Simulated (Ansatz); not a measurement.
Isolated molecules relaxed with PBE0-D4/def2-TZVP in Ansatz; ΔE leaves out vibrations. CCSD(T)/CBS adds triple-zeta CCSD(T) − MP2 to the extrapolated MP2 energy (def2 sets, frozen cores). This one scheme is used for every species. One conformer a species, not always the lowest.

Consider the formal hydrolysis of the Si–Si bond: `C[SiH](F)[SiH2]O` + H₂O → `C[SiH](O)F` + `O[SiH3]`.

```
           species  MP2/def2-QZVPP energy (Eh)
`C[SiH](F)[SiH2]O`                  -795.36645
               H₂O                   -76.34932
      `C[SiH](O)F`                  -505.13876
         `O[SiH3]`                  -366.62980
```

Q: Work out ΔE.

A: ΔE = (-505.13876) + (-366.62980) − (-795.36645) − (-76.34932) = -0.05279 Eh = -138.6 kJ/mol. CCSD(T)/CBS gives -130.0 kJ/mol.

Largest T1 diagnostic among the species: 0.012.

In def2-TZVPP, CCSD(T) changes the Hartree–Fock value by +23.6 kJ/mol (the triples alone add +3.1 kJ/mol) and MP2 by +16.9 kJ/mol. The D4 term adds +6.7 kJ/mol with B3LYP and +4.1 kJ/mol with PBE0; it sums over pairs of atoms, weighted by their polarisabilities, and B3LYP, whose exchange is more repulsive, gets the larger term.

B3LYP here is the variant with VWN-RPA as its local correlation; programs differ in this.
